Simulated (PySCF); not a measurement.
# Shapes and spin states of IrS₃

Level of theory: B3LYP/[Ir def2-SVP with ECP60, S def2-SVP], scalar-relativistic core potentials, density fitting, no spin–orbit coupling, PySCF.

Relaxations began from a few typed shapes and spin states; open shells are unrestricted. The search is not exhaustive: other isomers or separated fragments can lie lower, and high-lying points may rest on an excited occupation.

```tsv
spin	group	bonds	angles	imaginary modes (cm⁻¹)	ΔE (kJ/mol)	ΔE with ZPE (kJ/mol)
doublet	C2v	Ir–S 2.096 Å, Ir–S 2.121 Å (×2)	S–Ir–S 114.3°, S–Ir–S 122.8° (×2)	none	0.0	0.0
quartet	C3v	Ir–S 2.146 Å (×3)	S–Ir–S 115.6° (×3)	none	64.9	64.6
quartet	D3h	Ir–S 2.141 Å (×3)	S–Ir–S 120.0° (×3)	none	79.0	77.3
quartet	C2v	Ir–S 2.118 Å, Ir–S 2.353 Å (×2), S–S 2.047 Å	Ir–S–S 64.2° (×2), S–Ir–S 51.5°, S–Ir–S 154.2° (×2)	none	94.9	93.9
doublet	C2v	Ir–S 2.128 Å (×2), Ir–S 2.252 Å	S–Ir–S 79.7° (×2), S–Ir–S 159.3°	none	169.4	168.4
```

The lowest minimum found is the doublet C2v: Ir–S 2.096 Å, Ir–S 2.121 Å (×2); S–Ir–S 114.3°, S–Ir–S 122.8° (×2).

Formally Ir is in oxidation state +6, d3, with 1 unpaired electron (the high-spin count would be 3). The Mulliken spin on Ir is 0.25, so most of the spin sits on the ligands and the formal count fails. The polar-tensor charge on Ir, 0.58, is far below the formal one.

For the lowest minimum: open d and f shells are described by one determinant, and the ground state may have another occupation or spin. With an element this heavy the missing spin–orbit coupling can shift these numbers.
